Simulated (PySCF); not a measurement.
# Peak assignment

Mapped SMILES: `[CH3:1][C:2]1([CH3:3])[O:4][BH:5][O:6][C:7]1([CH3:8])[CH3:9]`. Hydrogens are named by the atom that carries them.

- GIAO KT3/pcSseg-1 shieldings
- coordinates at the PBE0-D3(BJ)/def2-SVP level
- program: PySCF 2.14.0 with density-fitted response routines
- relativity neglected, single conformer, isolated molecule, averaged over atoms made equivalent by symmetry, fast rotation or ring inversion

References, each an isolated molecule treated in the same way: 13C, 1H vs TMS.

(1) Assign these signals to the numbered atoms. 13C{1H} NMR (computed): δ 81.9 (C), 25.3 (CH3).

(2) Assign these signals to the numbered atoms. 1H NMR (400 MHz, computed): δ 3.99 (br, 1H), 1.18 (s, 12H).

Results:

(1) 
81.9 → C2/C7, fully substituted sp3 carbon bonded to O: deshielded by the electronegative neighbour
25.3 → C1/C3/C8/C9, methyl carbon: saturated and bonded to C and H only

(2) 
| δ (ppm) | atoms | environment | reason |
| --- | --- | --- | --- |
| 3.99 | H(B5) | hydrogen on a boron bonded to 2 O, in a 5-membered ring | – |
| 1.18 | H(C1)/H(C3)/H(C8)/H(C9) | hydrogen on a methyl carbon | – |

Hydrogens on boron are broadened and split by 11B (spin 3/2, 80 %) and 10B (spin 3). Shifts are as computed, not scaled to solution data. Of 1211 compounds with measured shifts, 218 miss one by over three times the rms of a fit or turn the order of signals round; such compounds aren't used in these exercises. Multiplicities follow the n + 1 count of equivalent neighbours, as no J values were calculated; m marks all less simple cases, F and P coupling included.
